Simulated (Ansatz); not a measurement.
`N[SiH](O)F` and `N[SiH](F)[O][SnH3]` differ in one atom or group.

Ansatz, PBE0-D4/def2-TZVP geometries, multiplicity 1. Each molecule was computed in one conformer, which needn't be the lowest.

Elements past krypton have def2 core potentials.

| property | `N[SiH](O)F` |
| --- | --- |
| HOMO–LUMO gap (B3LYP/def2-TZVPP) / eV | 8.10 |
| LUMO energy (PBE/def2-TZVPP) / eV | -0.08 |
| HOMO energy (B3LYP/def2-TZVPP) / eV | -7.70 |
| size of the dipole moment (PBE/def2-TZVPP) / D | 2.51 |
| size of the dipole moment (ωB97M-V/def2-TZVPP) / D | 2.55 |
| LUMO energy (B3LYP/def2-TZVPP) / eV | 0.39 |

Task: What does the change do to each property? (Best estimate.)

Result: The calculation gave: 
| property | `N[SiH](F)[O][SnH3]` | shift |
| --- | --- | --- |
| HOMO–LUMO gap (B3LYP/def2-TZVPP) / eV | 6.79 | -1.31 |
| LUMO energy (PBE/def2-TZVPP) / eV | -1.31 | -1.23 |
| HOMO energy (B3LYP/def2-TZVPP) / eV | -7.56 | 0.14 |
| size of the dipole moment (PBE/def2-TZVPP) / D | 2.68 | 0.17 |
| size of the dipole moment (ωB97M-V/def2-TZVPP) / D | 2.79 | 0.24 |
| LUMO energy (B3LYP/def2-TZVPP) / eV | -0.77 | -1.16 |

With PBE0 the HOMO rises by 0.14 eV and the LUMO falls by 1.30 eV, so the gap narrows by about 1.44 eV. PBE moves the HOMO by 0.11 eV and ωB97M-V by 0.15 eV. Dipoles are sizes alone; their direction can turn.

B3LYP here is the variant with VWN-RPA as its local correlation; programs differ in this.
